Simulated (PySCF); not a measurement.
Molecule: C₅H₁₂O, net charge 0, singlet state. 
Structure (B3LYP-D3(BJ)/def2-TZVP (Ansatz) minimum search):
SMILES: CC(C)CCO
```xyz
18

C     -2.0355     0.9496     0.7104
C     -0.9011    -0.0693     0.5970
C     -1.4080    -1.3676    -0.0351
C      0.2782     0.5358    -0.1727
C      1.5162    -0.3390    -0.2177
O      2.5600     0.4114    -0.8379
H     -2.4179     1.2131    -0.2796
H     -1.6967     1.8691     1.1917
H     -2.8682     0.5502     1.2930
H     -0.5554    -0.3002     1.6121
H     -2.2722    -1.7535     0.5096
H     -1.7168    -1.1960    -1.0702
H     -0.6467    -2.1488    -0.0395
H     -0.0304     0.7642    -1.1980
H      0.5608     1.4865     0.2877
H      1.8025    -0.6282     0.8026
H      1.3215    -1.2571    -0.7829
H      3.3400    -0.1469    -0.9143
```

Dispersion corrections to the total energy (kcal/mol) from the dftd3 and dftd4 libraries through PySCF: D3(BJ) without and D4 with the three-body term, each with the damping fitted for the functional named.

```
functional  D3(BJ)      D4
----------  ------  ------
HF               ?  -29.25
HSE06        -5.30   -6.09
BLYP        -17.51  -17.45
PBE              ?   -7.86
TPSSh        -9.73   -9.69
r2SCAN           ?   -2.13
B2GP-PLYP    -4.35   -3.31
```

### Question
What belongs in the gaps?

### Answer

- HF, D3(BJ): -61.85
- PBE, D3(BJ): -8.68
- r2SCAN, D3(BJ): -2.52
